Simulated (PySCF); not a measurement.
Orbital picture of BeN

B97-3 at R = 1.609 Å; basis Be def2-TZVPP, N def2-TZVPP; no relativity; PySCF 2.14. State: ⁴Σ⁻ (quartet), unpaired electrons σ ↑, π ↑↑. Only the outer orbitals are listed, counted within each symmetry.

| spin | orbital | occ. | ε (eV) | on Be (%) | main shells (%) |
| --- | --- | --- | --- | --- | --- |
| α | 3σ | 1 | -22.48 | 14 | 85 N s |
| α | 4σ | 1 | -9.80 | 21 | 72 N p, 18 Be s |
| α | 1π | 1 | -9.63 | 9 | 91 N p |
| α | 1π | 1 | -9.63 | 9 | 91 N p |
| α | 5σ | 1 | -6.16 | 94 | 62 Be s, 32 Be p |
| α | 2π | 0 | -0.54 | 97 | 95 Be p |
| α | 2π | 0 | -0.54 | 97 | 95 Be p |
| α | 6σ | 0 | 1.16 | 104 | 92 Be s, 11 Be p |
| β | 3σ | 1 | -18.84 | 18 | 80 N s, 8 Be p |
| β | 4σ | 1 | -8.24 | 22 | 69 N p, 19 Be s, 9 N s |
| β | 1π | 0 | -3.64 | 31 | 68 N p, 30 Be p |
| β | 1π | 0 | -3.64 | 31 | 68 N p, 30 Be p |
| β | 5σ | 0 | -3.50 | 94 | 63 Be s, 31 Be p |

Question: Which are the highest filled and the lowest empty level, where do they sit, and how wide is the gap?

Answer: Highest filled α 5σ at -6.16 eV (in %: 62 Be s, 32 Be p); lowest empty β 1π at -3.64 eV (in %: 68 N p, 30 Be p); the gap at B97-3 is 2.52 eV.

The bond order (Mayer) is 1.24, the ⟨S²⟩ is 3.755 and the charge on Be (Mulliken, basis-dependent) is 0.13. The charge on Be (Löwdin, basis-dependent) is 0.07 and the dipole moment (positive dipole means Be(−)N(+)) is -1.18 D.

Shares are Mulliken populations and can fall outside 0 to 100 %.

The state was picked by a PBE0 search and need not be the measured ground state.
